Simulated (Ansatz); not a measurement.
## CaH2, singlet: energies of several shapes or isomers

Program: Ansatz, Gaussian basis, development build. Basis def2-SVP, nonrelativistic, 5 orbitals frozen in the corrections; active space CAS(4,6). Restricted Hartree–Fock, then the lowest state-specific CASSCF solution met for each case. Small basis; these aren't basis-limit values. On stretched bonds single-reference methods can fail or change state. Solutions in different active orbitals can move differences by tenths of an eV and at times more than 1 eV.

Case A. A bond is stretched, to 1.98 times the sum of the covalent radii.

```xyz
3

H     0.0000    0.0000    4.1000
Ca    0.0000    0.0000    0.0000
H     0.0000    0.0000   -2.0500
```

Case B:

| atom | x (Å) | y (Å) | z (Å) |
| --- | --- | --- | --- |
| H | 0.0000 | 0.0000 | 2.0500 |
| Ca | 0.0000 | 0.0000 | 0.0000 |
| H | 0.0000 | 0.0000 | -2.0500 |

Case C:

```xyz
3

H     0.0000    0.0000    2.2140
Ca    0.0000    0.0000    0.0000
H     0.0000    0.0000   -2.2140
```

Case D. A bond is stretched, to 1.49 times the sum of the covalent radii.

```xyz
3

H     0.0000    0.0000    3.0750
Ca    0.0000    0.0000    0.0000
H     0.0000    0.0000   -2.0500
```

Energy less that of case A, in eV:

| case | RHF/ROHF | CASSCF |
| --- | --- | --- |
| B | -3.012 | -2.008 |
| C | -2.920 | -1.966 |
| D | -1.670 | -0.989 |

(1) Give the SC-NEVPT2 energies against case A.

(2) Which case is lowest, and do the methods agree?

Results:

(1) B: -2.137 eV; C: -2.060 eV; D: -1.013 eV.

(2) B is lowest in SC-NEVPT2. Of the methods shown, RHF/ROHF, CASSCF agree.
